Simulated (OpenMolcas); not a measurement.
d3 ions of charge +5 down a group with 6 fluoride ligands in octahedral coordination

| Item | Value |
| --- | --- |
| Program | OpenMolcas |
| Method | CASSCF |
| Spin-orbit coupling | RASSI with atomic mean-field integrals over the reference wave functions |

The d shell is active. Anionic complexes are neutralised by point charges behind the ligands. Distances were set from a Shannon-type radius of the metal (high-spin where two are listed) plus a fixed donor radius (F 1.31 Å). Ligand basis ANO-RCC-VDZP, DKH2 Hamiltonian. States (labels of O, the rotations of Oh). Energies in cm-1 above the lowest state or level, χT in cm3 K/mol; 10Dq and B are least-squares fits to the states below 45000 cm-1, weighted by degeneracy, with a free offset, and given where the rms deviation is under 5 % of |10Dq| (or 100 cm-1) and under 700 cm-1. Spin-only χT is S(S+1) / 2 for the spin of the ground state.

| Ion | Shell | R (Å) | Metal basis | Outer charge (e at Å behind ligand) | Ground state | First state of that spin | 10Dq | B (rms of fit) | First gap with spin-orbit (degeneracies) | χT at 300 K | First state of another spin | Spin-only χT |
| --- | --- | --- | --- | --- | --- | --- | --- | --- | --- | --- | --- | --- |
| Ru5+ | 4d3 | 1.88 | ANO-RCC-VDZP | 0.17 at 3.2 | 4A2 | 4T2 34818 | 34766 | 773 (189) | 14155 (4, 4) | 1.783 | 2E 14212 | 1.875 |
| Os5+ | 5d3 | 1.89 | ANO-RCC-VTZP | 0.17 at 2.4 | 4A2 | 4T2 40029 |  |  | 13148 (4, 4) | 1.460 | 2E 13914 | 1.875 |

The rows also differ in their metal basis and outer charges, so part of each step comes from that.

χT departs most from the spin-only value for Os5+, by -0.415 cm3 K/mol.

Without dynamic correlation the repulsion within the d shell is too large (B by tens of per cent), so at a given field states of lower spin stand too high. With metal d orbitals alone the field can be off either way by tens of per cent. Ligand-to-metal charge-transfer states are missing. With no ligand orbital active B as a rule stays too high, so bands that hang on it stand too high and its fall with covalency is understated. The least metal-like active orbital is 68 % on the metal (Löwdin) and no ligand orbital is active, so the numbers are rough (holds for Ru5+). The least metal-like active orbital is 69 % on the metal (Löwdin) and no ligand orbital is active, so the numbers are rough (holds for Os5+). No measured value stands beside these numbers; the geometry is a model, was not optimised and need not be the one that this ion takes.
